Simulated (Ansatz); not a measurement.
`N#C[SiH2]C#N`. The species carries charge 0 and has multiplicity 1. All single points use the PBE0-D4/def2-TZVP geometry.

```xyz
7

N     1.204    2.237   -0.885
C     0.719    1.348   -0.337
Si   -0.046   -0.052    0.578
C    -0.640   -1.258   -0.677
N    -1.020   -2.028   -1.443
H     0.981   -0.697    1.416
H    -1.199    0.449    1.347
```

Q: What is the dipole moment at B3LYP/def2-TZVPP? (An estimate is asked.)

A: Ansatz gave: 3.66 D, with components (-0.29, -0.33, 3.63) D in this frame, pointing from negative to positive charge.

Q: And with PBE, r2SCAN, ωB97M-V? (Best estimate.)

A: Ansatz gave: PBE 3.54 D, r2SCAN 3.61 D, ωB97M-V 3.65 D.

Q: Give the Mulliken charges with B3LYP, r2SCAN, PBE in def2-TZVPP. (An estimate is asked.)

A: Computed: 
```
atom  B3LYP  r2SCAN    PBE
  N1   0.02   -0.04   0.05
  C2  -0.22   -0.19  -0.23
 Si3   0.43    0.49   0.36
  C4  -0.22   -0.19  -0.23
  N5   0.02   -0.04   0.05
  H6  -0.01   -0.02  -0.01
  H7  -0.01   -0.02  -0.01
```

B3LYP here is the variant with VWN-RPA as its local correlation; programs differ in this.
